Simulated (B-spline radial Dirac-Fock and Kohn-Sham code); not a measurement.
**Tl²⁺ 4f5/2: cross section and angular parameters**

System: the Tl²⁺ ion, [Xe] 4f14 5d10 6s1; threshold 151.4 eV (orbital energy of the model). Level of theory: Dirac-Hartree-Slater photoionisation with a Latter tail; cross sections with all multipoles, angular parameters from the dipole term and its interference with E2; a radial finite-basis atomic code.

For linearly polarised light dσ/dΩ = σ/(4π) [1 + β P₂(cos θ) + (δ + γ cos²θ) sin θ cos φ], with θ from the polarisation vector and φ the angle between the beam and the projection of the electron momentum on the plane normal to the polarisation.

| hν (eV) | σ (kb) | β | γ | δ |
| --- | --- | --- | --- | --- |
| 194 | 430 | 1.473 | 0.023 | 0.004 |
| 219 | 842 | 0.778 | 0.007 | 0.007 |
| 291 | 1930 | 0.281 | -0.007 | 0.012 |
| 526 | 1500 | 0.549 | -0.009 | 0.024 |
| 627 | 1110 | 0.663 | -0.002 | 0.030 |
| 659 | 1000 | 0.694 | 0.001 | 0.032 |
| 1010 | 370 | 0.914 | 0.059 | 0.052 |
| 1060 | 326 | 0.933 | 0.070 | 0.055 |
| 1253.6 | 205 | 0.990 | 0.119 | 0.066 |
| 1290 | 189 | 0.998 | 0.129 | 0.068 |
| 1486.9 | 125 | 1.031 | 0.185 | 0.078 |
| 1700 | 82.8 | 1.053 | 0.248 | 0.088 |
| 2000 | ? | ? | ? | ? |
| 2350 | 29.0 | 1.066 | 0.441 | 0.118 |
| 4960 | 1.97 | 0.940 | 1.030 | 0.230 |
| 5740 | 1.12 | 0.899 | 1.153 | 0.262 |
| 6000 | 0.940 | 0.886 | 1.190 | 0.272 |
| 6670 | 0.618 | 0.854 | 1.278 | 0.299 |
| 7510 | 0.383 | 0.817 | 1.376 | 0.332 |
| 8047.8 | 0.289 | 0.796 | 1.432 | 0.353 |
| 9251.7 | 0.163 | 0.752 | 1.543 | 0.399 |
| 11500 | 0.0651 | 0.684 | 1.707 | 0.481 |
| 12000 | 0.0543 | 0.670 | 1.737 | 0.498 |
| 12400 | 0.0471 | 0.660 | 1.760 | 0.512 |

Question: Give the values at 2000 eV.

Answer: σ = 49.4 kb, β = 1.066, γ = 0.338, δ = 0.102.

Values without a named source are computed, but for edge energies of neutral atoms, which are taken from tables.
